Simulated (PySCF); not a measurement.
**Frontier orbitals and the lowest excitations**

C₄H₇NO₂.
Atom-mapped SMILES: `[CH3:1]/[CH:2]=[N:3]/[CH2:4][O:5][CH:6]=[O:7]` (hydrogens: H8, H9, H10 on C1; H11 on C2; H12, H13 on C4; H14 on C6)

Theory: TDDFT wB97X-D/def2-SVPD, vertical, gas phase, core orbitals frozen in the response in PySCF 2.14.0, density-fitted response routines. Isolated species at its GFN2-xTB geometry (one conformer only). GFN2-xTB frequencies show an imaginary mode (21i cm⁻¹), so this geometry is no minimum at that level. Torsions of this conformer, `[CH3:1]/[CH:2]=[N:3]/[CH2:4][O:5][CH:6]=[O:7]`: C2–N3–C4–O5 0°, N3–C4–O5–C6 -175°, C4–O5–C6–O7 0°.

Kohn–Sham orbitals with the atoms that hold most of them (Löwdin shares over 4%, at most four atoms; ? is withheld):

```
orbital  ε (eV)                           atoms
 LUMO+2    2.32  C6 16%, C2 16%, C4 15%, C1 13%
 LUMO+1    1.89  C6 37%, O7 30%, O5 18%, H14 8%
   LUMO       ?                               ?
   HOMO   -9.68    N3 53%, C2 12%, C4 7%, O7 6%
 HOMO-1  -10.43                               ?
 HOMO-2  -10.50    O7 55%, C6 10%, O5 8%, N3 7%
 HOMO-3  -11.44   O5 36%, O7 33%, N3 10%, C6 9%
```

Problem. Which atoms hold the HOMO-1, and with what shares?

Solution. N3 (bonded to 2 C) 26%; C2 (bonded to C, N and H) 18%; C4 (bonded to N, O and 2 H) 12%; O7 (bonded to C) 10%. By element: carbon 30% or more, nitrogen 26%, oxygen 10% or more.

Problem. Which atoms hold the LUMO, and with what shares?

Solution. C2 (bonded to C, N and H) 36%; N3 (bonded to 2 C) 33%; C1 (bonded to C and 3 H) 7%; H11 (bonded to C) 6%. By element: carbon 43% or more, nitrogen 33%, hydrogen 6% or more.

Problem. What is the LUMO energy, and the HOMO–LUMO gap?

Solution. ε(LUMO) = 1.52 eV; the gap is 11.20 eV (0.4116 hartree).

Problem. How does S1 compare with the orbital gap of 11.20 eV?

Solution. S1 is at 5.51 eV (f = 0.0016), 5.69 eV below the gap, made of HOMO→LUMO (90%). 

Problem. Give energy, strength and leading configuration of S1, S4 and S7, and follow the Löwdin shares of the leading atoms from the occupied to the empty orbital.

Solution. 
- S1 (5.51 eV, f 0.0016), HOMO→LUMO (90%): N3 53% → 33%, C2 12% → 36%
- S4 (7.84 eV, f 0.0056), HOMO→LUMO+1 (71%): N3 53% → at most 7%, C2 12% → at most 7%, C6 at most 7% → 37%, O7 6% → 30%
- S7 (8.50 eV, f 0.0010), HOMO-2→LUMO (73%): O7 55% → at most 7%, C6 10% → at most 7%, C2 at most 8% → 36%, N3 7% → 33%

Löwdin shares depend on the basis, the more so with diffuse functions.
